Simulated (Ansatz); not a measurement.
Ansatz (a program for electronic structure) input (CCSD(T)/cc-pCVDZ): A basis named .json is the Basis Set Exchange file of that set (core-valence sets with the plain set on hydrogen).

Ansatz 0.2 input:
```yaml
crystal:
  periodic: [false, false, false]
  atoms:
    - {symbol: F, position_ang: [0.00000000, 0.00000000, 0.00000000]}
basis:
  gaussian:
    orbitals: cc-pCVDZ.json
magnetization: {spin_polarized: true, initial_magnetization: 1}
correlation: {method: ccsd_t, frozen_orbitals: {F: 0}}
scf: {lower_state_search: full}
```

Output:

```
Functional definition: HF
integrals: 0.00 GiB planned
100 factors; integrals over basis functions are off by at most 1.3e-4 eV
mean field: 0.04 GiB planned
mean field evaluation 1: about -2703.9960 eV, gradient 7.5e0 eV
mean field evaluation 2: about -2703.9962 eV, gradient 7.5e0 eV
mean field evaluation 4: about -2704.1401 eV, gradient 6.9e-1 eV
mean field evaluation 8: about -2704.1421 eV, gradient 3.4e-4 eV
mean field evaluation 16: about -2704.1421 eV, gradient 3.1e-2 eV
mean field evaluation 32: about -2704.1421 eV, gradient 1.0e-3 eV
mean field evaluation 64: about -2704.1421 eV, gradient 1.1e-6 eV
mean field -2704.14207889 eV, -99.3753884659 hartree, gradient 1.1e-6 eV, S^2 0.752032; 6 other end points of the search recorded, 0 dependent functions left out
reference -2704.14207889 eV, -99.3753884659 hartree; 5, 4 occupied and 13, 14 virtual orbitals, 100 factors
second order -4.93522646 eV of doubles, -0.00000000 eV of singles
coupled cluster: 0.04 GiB planned
cycle   1  -5.19301746 eV  change   -2.6e-1 eV  update   1.8e-2
cycle   2  -5.24812180 eV  change   -5.5e-2 eV  update   5.4e-3
cycle   3  -5.25259810 eV  change   -4.5e-3 eV  update   1.5e-3
cycle   4  -5.25227209 eV  change    3.3e-4 eV  update   5.1e-4
cycle   5  -5.25243701 eV  change   -1.6e-4 eV  update   8.7e-5
cycle   6  -5.25242483 eV  change    1.2e-5 eV  update   1.1e-5
cycle   7  -5.25242717 eV  change   -2.3e-6 eV  update   1.7e-6
perturbative correction -0.02795110 eV, -0.0010271839 hartree
Total energy: -2709.42245715 eV, -99.5694387879 hartree
```
